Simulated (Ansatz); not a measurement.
Reactions of FH$_{5}$OSi$_{2}$, SMILES `O[SiH](F)[SiH3]`.

Program: Ansatz. Geometries: PBE0-D4/def2-TZVP. ΔE: electronic, gas phase. CCSD(T)/CBS is the MP2 limit (def2-TZVPP, def2-QZVPP) plus CCSD(T) − MP2 in def2-TZVPP, frozen cores. This one scheme is used for every species. DFT in def2-TZVPP. B3LYP here is the variant with VWN-RPA as its local correlation; programs differ in this. No spin–orbit coupling; open shells (•) take unrestricted orbitals. def2 core potentials past Kr. For Sn outer-core shells are correlated without core-valence functions, which leaves a few kJ/mol of doubt a bond. One conformer a species, not always the lowest.

```json
{"reaction": "`O[SiH](F)[SiH3]` + `O[SiH3]` → `O[SiH]([SiH3])O[SiH3]` + H–F", "PBE-D4 (kJ/mol)": "27", "CCSD/CBS(def2) (kJ/mol)": "25", "MP2/CBS(def2) (kJ/mol)": "22", "B3LYP-D4 (kJ/mol)": "25"}
{"reaction": "`O[SiH](F)[SiH3]` + CH₃SH → `CS[SiH](O)F` + SiH₄", "PBE-D4 (kJ/mol)": "-71", "CCSD/CBS(def2) (kJ/mol)": "-79", "MP2/CBS(def2) (kJ/mol)": "-90", "B3LYP-D4 (kJ/mol)": "-78"}
{"reaction": "`O[SiH](F)[SiH3]` + CH₃OH → `CO[SiH](O)F` + SiH₄", "PBE-D4 (kJ/mol)": "-111", "CCSD/CBS(def2) (kJ/mol)": "-138", "MP2/CBS(def2) (kJ/mol)": "-142", "B3LYP-D4 (kJ/mol)": "-134"}
{"reaction": "`O[SiH](F)[SiH3]` → `O[SiH]F`• + `[SiH3]`•", "PBE-D4 (kJ/mol)": "318", "CCSD/CBS(def2) (kJ/mol)": "335", "MP2/CBS(def2) (kJ/mol)": "337", "B3LYP-D4 (kJ/mol)": "319"}
{"reaction": "`O[SiH](F)[SiH3]` + `[OH][Sn][O][SiH3]` → `[SiH3][O][Sn][O][SiH3]` + `O[SiH2]F`", "PBE-D4 (kJ/mol)": "-85", "CCSD/CBS(def2) (kJ/mol)": "-119", "MP2/CBS(def2) (kJ/mol)": "-125", "B3LYP-D4 (kJ/mol)": "-114"}
{"reaction": "`O[SiH](F)[SiH3]` + PH₃ → `F[SiH]([SiH3])P` + H₂O", "PBE-D4 (kJ/mol)": "68", "CCSD/CBS(def2) (kJ/mol)": "86", "MP2/CBS(def2) (kJ/mol)": "82", "B3LYP-D4 (kJ/mol)": "86"}
{"reaction": "`O[SiH](F)[SiH3]` + H₂O → `O[SiH](O)[SiH3]` + H–F", "PBE-D4 (kJ/mol)": "40", "CCSD/CBS(def2) (kJ/mol)": "44", "MP2/CBS(def2) (kJ/mol)": "41", "B3LYP-D4 (kJ/mol)": "44"}
{"reaction": "`O[SiH](F)[SiH3]` + `O[Si](O)(Cl)Cl` → `O[Si](Cl)(Cl)O[SiH3]` + `O[SiH2]F`", "PBE-D4 (kJ/mol)": "-87", "CCSD/CBS(def2) (kJ/mol)": "-121", "MP2/CBS(def2) (kJ/mol)": "-126", "B3LYP-D4 (kJ/mol)": "-116"}
{"reaction": "`O[SiH](F)[SiH3]` + `OP[SiH3]` → `OP([SiH3])[SiH3]` + `O[SiH2]F`", "PBE-D4 (kJ/mol)": "-25", "CCSD/CBS(def2) (kJ/mol)": "-28", "MP2/CBS(def2) (kJ/mol)": "-38", "B3LYP-D4 (kJ/mol)": "-27"}
{"reaction": "`O[SiH](F)[SiH3]` + `CN[SiH2]O` → `CN([SiH2]O)[SiH](O)F` + SiH₄", "PBE-D4 (kJ/mol)": "-73", "CCSD/CBS(def2) (kJ/mol)": "-94", "MP2/CBS(def2) (kJ/mol)": "-102", "B3LYP-D4 (kJ/mol)": "-92"}
```

Question: Give the CCSD(T)/CBS values in the same order. (Best estimate.)

Answer: The calculation gave: 23, -80, -135, 340, -116, 82, 43, -117, -30, -95 kJ/mol.

Largest T1 diagnostic: 0.016, for `[OH][Sn][O][SiH3]`.
